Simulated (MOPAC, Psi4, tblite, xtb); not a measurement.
Dimer H4Si ··· CS2 (SMILES [SiH4] and S=C=S) at R = 3.75 Å between the centres of mass, closest contact 3.30 Å (lowest of the rigid-body minima from ten starts at GFN2-xTB). Geometry in Å and degrees:

```
Si
H 1 1.4803
H 1 1.4803 2 109.47
H 1 1.4803 2 109.47 3 -120.00
H 1 1.4803 2 109.47 3 120.00
C 5 3.3027 1 95.57 2 -159.55
S 6 1.5527 5 91.31 1 -66.70
S 6 1.5527 5 88.68 1 113.29
```

Methods: GFN2-xTB (tblite); SAPT0/jun-cc-pVDZ, frozen core (Psi4); B3LYP/def2-TZVP, counterpoise-corrected (Psi4); B3LYP-D3(BJ)/def2-TZVP, counterpoise-corrected (Psi4); PBE/def2-TZVP, counterpoise-corrected (Psi4); PBE-D3(BJ)/def2-TZVP, counterpoise-corrected (Psi4); HF/aug-cc-pVDZ, counterpoise-corrected (Psi4); MP2/aug-cc-pVDZ = Psi4 with DF-MP2/aug-cc-pVDZ, frozen core, counterpoise-corrected; SCS-MP2/aug-cc-pVDZ = DF-SCS-MP2/aug-cc-pVDZ, frozen core, counterpoise-corrected run with Psi4; PM6, restricted, heats of formation (MOPAC); AM1, restricted, heats of formation (MOPAC); GFN1-xTB (xtb).

### Question
What interaction energy does each level give?

### Answer

```tsv
method	E_int / kJ/mol
GFN1-xTB	-13.56
B3LYP-D3(BJ)/def2-TZVP	-8.03
GFN2-xTB	-7.20
PBE-D3(BJ)/def2-TZVP	-7.17
MP2/aug-cc-pVDZ	-6.00
SCS-MP2/aug-cc-pVDZ	-3.25
SAPT0/jun-cc-pVDZ	-2.46
PM6	-2.01
PBE/def2-TZVP	-0.05
AM1	1.90
B3LYP/def2-TZVP	4.34
HF/aug-cc-pVDZ	6.15
```
